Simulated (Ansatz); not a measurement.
Molecule: PbF, net charge 0, doublet state. 
Coordinates optimised at B3LYP-D3(BJ)/def2-TZVP (Ansatz, a first-principles code):
```
Pb
F 1 2.0717
```
Charge 0, spin multiplicity 2.

Property: atomisation energy (electronic, to ground-state atoms), in kcal/mol. Valence correlation only, unless marked. Open shells are spin-unrestricted. No spin-orbit coupling. The frozen core is the preceding noble-gas configuration, with the filled d and f shells of earlier blocks. In def2 rows, elements after Kr have scalar-relativistic effective core potentials. The coupled-cluster limit lacks core correlation, which all-electron functionals hold. CBS(X,Y): correlation extrapolated as X^-3; Hartree-Fock from the larger set.

```csv
level,program,atomisation energy (kcal/mol)
HF/def2-SVPD,Ansatz,61.4
HF/def2-QZVPPD,Ansatz,61.2
CAM-B3LYP/def2-TZVPD,Ansatz,109.5
wB97M-V/def2-TZVPD,Ansatz,107.6
wB97X-V/def2-TZVPD,Ansatz,109.9
wB97X/def2-TZVPD,Ansatz,113.4
B2GP-PLYP-D4/def2-TZVPD,Ansatz + dftd4,107.4
"MP2/CBS(def2-TZVPP,def2-QZVPP)",Ansatz,116.1
RI-MP2/def2-TZVPPD,Ansatz,111.6
CCSD/def2-TZVPPD,Ansatz,99.9
CCSD/def2-QZVPPD,Ansatz,102.3
"CCSD/CBS(def2-TZVPP,def2-QZVPP)",Ansatz,103.9
CCSDT/def2-SVP,Ansatz,89.8
"CCSD(T)/CBS(def2-TZVPP,def2-QZVPP)",Ansatz,108.3
"CCSD(T)/CBS(def2-TZVPPD,def2-QZVPPD)",Ansatz,107.9
```
